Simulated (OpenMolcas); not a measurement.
**Fe2+, Ru2+, Os2+: d6 down the group**

| Property | Result |
| --- | --- |
| Program | OpenMolcas |
| Method | RASSCF |
| Basis | ANO-RCC-VQZP |
| Scalar Hamiltonian | DKH2, point nucleus |
| Spin-orbit coupling | state interaction with AMFI integrals over the reference wave functions, term energies averaged over their components |

Active space for each ion: 12 electrons in 8 orbitals (RAS1 p, at most 2 holes; RAS2 d).

Computed levels in cm-1 above 5D4:

```json
{"Level": "5D3", "Fe2+": "436", "Ru2+": "1173", "Os2+": "4661"}
{"Level": "5D2", "Fe2+": "743", "Ru2+": "1872", "Os2+": "5032"}
{"Level": "5D1", "Fe2+": "941", "Ru2+": "2321", "Os2+": "7200"}
{"Level": "5D0", "Fe2+": "1038", "Ru2+": "2536", "Os2+": "7586"}
{"Level": "3P2(1)", "Fe2+": "21455", "Ru2+": "16791", "Os2+": "18034"}
{"Level": "3P1(1)", "Fe2+": "22751", "Ru2+": "20217", "Os2+": "32106"}
{"Level": "3H6", "Fe2+": "24273", "Ru2+": "18890", "Os2+": "19464"}
{"Level": "3H5", "Fe2+": "24488", "Ru2+": "19182", "Os2+": "19344"}
{"Level": "3F3(1)", "Fe2+": "24700", "Ru2+": "19856", "Os2+": "21710"}
{"Level": "weight of 5D in the lowest level (%)", "Fe2+": "100", "Ru2+": "99", "Os2+": "88"}
```

Mixed levels, with the weight of the term that names them: Os2+ 5D2 (75 %), Os2+ 3P2(1) (64 %), Os2+ 3P1(1) (52 %), Os2+ 3H5 (55 %), Os2+ 3F3(1) (62 %).

Measured, with the error of the calculation in %. Measured levels: Fe2+ from Corliss and Sugar, J. Phys. Chem. Ref. Data 11, 135 (1982); Ru2+ from Moore, Atomic Energy Levels, vol. III, NSRDS-NBS 35 (1971 reprint of NBS Circular 467, 1958).

```json
{"Level": "5D3", "Fe2+": "436 (-0.1)", "Ru2+": "1159 (+1.2)"}
{"Level": "5D2", "Fe2+": "739 (+0.6)", "Ru2+": "1826 (+2.5)"}
{"Level": "5D1", "Fe2+": "932 (+0.9)", "Ru2+": "2266 (+2.4)"}
{"Level": "5D0", "Fe2+": "1027 (+1.0)", "Ru2+": "2476 (+2.4)"}
{"Level": "3P2(1)", "Fe2+": "19405 (+10.6)", "Ru2+": ""}
{"Level": "3P1(1)", "Fe2+": "20688 (+10.0)", "Ru2+": ""}
{"Level": "3H6", "Fe2+": "20051 (+21.1)", "Ru2+": ""}
{"Level": "3H5", "Fe2+": "20301 (+20.6)", "Ru2+": ""}
{"Level": "3F3(1)", "Fe2+": "21700 (+13.8)", "Ru2+": ""}
```

The fine-structure level 5D0 changes by a factor of 7.31 from Fe2+ to Os2+.

Without spin-orbit coupling 3P(1) lies 21643, 17150, 16542 cm-1 above 5D in that order; the difference to the level 3P2(1), of either sign, comes from spin-orbit coupling, which also lowers the zero.

Without dynamic correlation excited terms often stand tens of per cent too high (terms of higher spin than the ground term too low), and those without a measured partner can miss by more than the paired ones. Active for correlation alone: 3p; no level in the range computed is led by a configuration that opens it, so any true level of that kind is missing (holds for Fe2+). Active for correlation alone: 4p; no level in the range computed is led by a configuration that opens it, so any true level of that kind is missing (holds for Ru2+). Active for correlation alone: 5p; no level in the range computed is led by a configuration that opens it, so any true level of that kind is missing (holds for Os2+). Computed and measured levels are paired by configuration, term and J; levels that our copy of the source lacks, or whose pairing is in doubt (as where it misses far off the trend of its configuration), stay unpaired and out of the deviations. Only configurations of the active space appear.

A number in round brackets counts repeated terms of one configuration in the order of the reference energies.
